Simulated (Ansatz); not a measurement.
Stepwise reaction of `CN([SiH3])[SiH2]F` with water, as a gas-phase model of exchange steps in deposition or etching. ΔE in kJ/mol.

Computed with Ansatz on PBE0-D4/def2-TZVP structures; ΔE is electronic, products minus reactants. CCSD(T)/CBS adds triple-zeta CCSD(T) − MP2 to the extrapolated MP2 energy (def2 sets, frozen cores). This one scheme is used for every species. Functionals use def2-TZVPP. B3LYP here is the variant with VWN-RPA as its local correlation; programs differ in this. Each species was taken in one conformer, which may not be the lowest.

```
step                                                  reaction  PBE-D4  B3LYP-D4  ωB97M-V  CCSD(T)/CBS
   1     `CN([SiH3])[SiH2]F` + H₂O → `CN([SiH2]O)[SiH2]F` + H₂   -83.9     -89.5    -90.4        -87.5
   2  `CN([SiH2]O)[SiH2]F` + H₂O → `CN([SiH2]F)[SiH](O)O` + H₂   -88.9     -95.5    -97.4        -92.4
```

(1) By hand: ΔE of the 2 steps together at CCSD(T)/CBS.

## Answers

(1) (-87.5) + (-92.4) = -179.9 kJ/mol, or -90.0 kJ/mol a step.

In ΔE the steps differ by no more than 4.9 kJ/mol. All are downhill at CCSD(T)/CBS. PBE-D4 differs from CCSD(T)/CBS by 3.5 to 3.6 kJ/mol a step. Only this route is followed, and other bonds may react first. Isolated molecules leave out the surface, adducts and barriers. Largest T1 diagnostic: 0.012.
